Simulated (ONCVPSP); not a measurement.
# chlorine: one change to an ONCV potential, before and after

chlorine (Cl), optimised norm-conserving Vanderbilt (ONCV), made with ONCVPSP 4.0.1 (PBE, scalar-relativistic). Core [He], reference 2s2 2p6 3s2 3p3 (charge +2). Waves: 2s+3s: rc 0.60 bohr, ncon 4, nbas 8, qcut 21.9 1/bohr, 2 projectors; 2p+3p: rc 0.75 bohr, ncon 4, nbas 8, qcut 18.1 1/bohr, 3 projectors, debl 3.7 Ha; d scattering state at 0.35 Ha: rc 0.65 bohr, ncon 4, nbas 7, qcut 17.1 1/bohr, 3 projectors, debl 3.5 Ha. Local part: polynomial inside 0.50 bohr (lpopt 1, dvloc0 1 Ha). Core correction: polynomial model core, fcfact 0.7.

Change: reference 2s2 2p6 3s2 3p5.

Cutoffs: the cutoffs (Ha) at which the residual kinetic energy of the hardest occupied pseudo-wave falls to 1 and 0.1 mHa per electron; they do not see the model core or the augmentation charge, which bear on the density cutoff. Errors are all-electron minus pseudo energies relative to the spin-unpolarised reference configuration.

**Question.** What does the change do?

**Answer.** The potential gets neither clearly harder nor softer (163 Ha and 192 Ha → 163 Ha and 192 Ha); neither file shows a bound ghost.

| quantity | base | changed |
| --- | --- | --- |
| cutoff, loose | 163 Ha | 163 Ha |
| cutoff, tight | 192 Ha | 192 Ha |
| loose cutoff by channel | s 163 Ha, p 140 Ha | s 163 Ha, p 140 Ha |
| bound ghosts | none | none |
| GHOST(+) flags under 300 eV | d at 159.5 eV | d at 277.9 eV |
| largest miss of a reference level, eV | 0.06 | 0.07 |
| largest error over its own tests, meV | +10 | +803 |
| s: phases at 0.61 bohr within 0.05 rad from the reference energy up to (Ha; the scan ends near 5) | to the end of the scan | to the end of the scan |
| p: phases at 0.76 bohr within 0.05 rad from the reference energy up to (Ha; the scan ends near 5) | to the end of the scan | to the end of the scan |
| d: phases at 0.66 bohr within 0.05 rad from the reference energy up to (Ha; the scan ends near 5) | to the end of the scan | to the end of the scan |
| rms error of d²Exc/dni dnj with the model core, mHa | 3.01 | 2.99 |
